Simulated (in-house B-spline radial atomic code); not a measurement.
Response of neutral calcium as one setting changes: the share of exact exchange in a PBE hybrid. A dash marks a strongly mixed or unbound state. Computed with an all-electron radial atomic-structure program (B-spline basis): linear response of the closed shell [Ar] 4s2 with the functional's adiabatic kernel; scalar-relativistic (spin-free one-electron X2C), finite nucleus, no spin-orbit coupling, no double excitations, S, P, D and F terms only; shells from n = 2 respond.

```tsv
share of exact exchange in a PBE hybrid	lowest 1P (eV)	lowest 3P, Tamm-Dancoff (eV)	minus highest occupied level (eV)	α (bohr³)
0	4s → 4p 2.999	4s → 4p 1.708	3.766	157.4
0.1	4s → 4p 2.992	4s → 4p 1.678	3.993	159.2
0.2	4s → 4p 2.984	4s → 4p 1.648	4.220	161.1
0.3	?	?	?	?
0.4	?	?	?	?
0.5	4s → 4p 2.950	4s → 4p 1.556	4.891	167.3
0.6	4s → 4p 2.937	4s → 4p 1.526	5.112	169.6
0.7	4s → 4p 2.922	4s → 4p 1.495	5.332	171.9
0.8	4s → 4p 2.906	4s → 4p 1.464	5.551	174.4
0.9	4s → 4p 2.888	4s → 4p 1.433	5.768	177.1
1	4s → 4p 2.870	4s → 4p 1.403	5.984	179.8
```

(1) What belongs in the row for 0.3?

(2) What belongs in the row for 0.4?

## Answers

(1) lowest 1P (eV): 4s → 4p 2.974; lowest 3P, Tamm-Dancoff (eV): 4s → 4p 1.618; minus highest occupied level (eV): 4.445; α (bohr³): 163.

(2) lowest 1P (eV): 4s → 4p 2.963; lowest 3P, Tamm-Dancoff (eV): 4s → 4p 1.587; minus highest occupied level (eV): 4.669; α (bohr³): 165.1.
